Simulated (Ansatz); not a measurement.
Coupled-cluster run, `NC[SiH2]Cl`.

```yaml
crystal:
  periodic: [false, false, false]
  atoms:
    - {symbol: N, position_ang: [-1.432290, 0.416440, 0.172709]}
    - {symbol: C, position_ang: [-0.322037, 0.005402, -0.672303]}
    - {symbol: Si, position_ang: [1.110816, -0.588157, 0.373477]}
    - {symbol: Cl, position_ang: [1.661542, 0.945036, 1.644409]}
    - {symbol: H, position_ang: [-2.215316, 0.740304, -0.380219]}
    - {symbol: H, position_ang: [-1.157599, 1.176819, 0.781821]}
    - {symbol: H, position_ang: [0.041219, 0.768211, -1.379875]}
    - {symbol: H, position_ang: [-0.628743, -0.856965, -1.277935]}
    - {symbol: H, position_ang: [2.284698, -0.910257, -0.475290]}
    - {symbol: H, position_ang: [0.740810, -1.748034, 1.216207]}
basis:
  gaussian: {orbitals: def2-SVP}
correlation: {method: ccsd_t}
```

```sh
$ ansatz run in.yaml --threads 2 --pin off --events-out ev --progress --plain --max-ram 4352MiB
```

The program prints (abridged):

```
Functional definition: HF
927 factors; integrals over basis functions are off by at most 1.2e-3 eV
mean field evaluation 1: about -22963.6270 eV, gradient 2.8e1 eV
mean field evaluation 2: about -22963.6293 eV, gradient 2.8e1 eV
mean field evaluation 4: about -22965.8092 eV, gradient 2.9e0 eV
mean field evaluation 8: about -22965.8379 eV, gradient 9.3e-5 eV
mean field -22965.83793159 eV, -843.9789771818 hartree, gradient 1.3e-6 eV, S^2 0.000000; 0 other end points of the search recorded, 0 dependent functions left out
12 core orbitals not correlated: weight in the atoms' cores, before any rotation towards them, 1.000 or more for the frozen orbitals, at most 0.000 for the correlated occupied ones
reference -22965.83793159 eV, -843.9789771818 hartree; 13, 13 occupied and 69, 69 virtual orbitals, 927 factors
second order -14.85133442 eV of doubles, -0.00000000 eV of singles
cycle   1  -15.84229244 eV  change   -9.9e-1 eV  update   7.6e-2
cycle   2  -16.24640548 eV  change   -4.0e-1 eV  update   2.3e-2
cycle   3  -16.29453973 eV  change   -4.8e-2 eV  update   7.7e-3
cycle   4  -16.29325774 eV  change    1.3e-3 eV  update   1.9e-3
cycle   5  -16.29331698 eV  change   -5.9e-5 eV  update   6.2e-4
cycle   6  -16.29326884 eV  change    4.8e-5 eV  update   1.8e-4
cycle   7  -16.29322378 eV  change    4.5e-5 eV  update   6.4e-5
cycle   8  -16.29322824 eV  change   -4.5e-6 eV  update   2.2e-5
perturbative correction -0.40405605 eV, -0.0148487861 hartree
Total energy: -22982.53521588 eV, -844.5925910616 hartree
```

Hardware: 2 threads of an INTEL XEON PLATINUM 8581C on a shared host. Wall time 2.7 s, peak host memory 0.42 GiB.

MP2 recovers 88.9 % of the CCSD(T) correlation energy and the triples give 2.4 %; T1 = 0.0084.
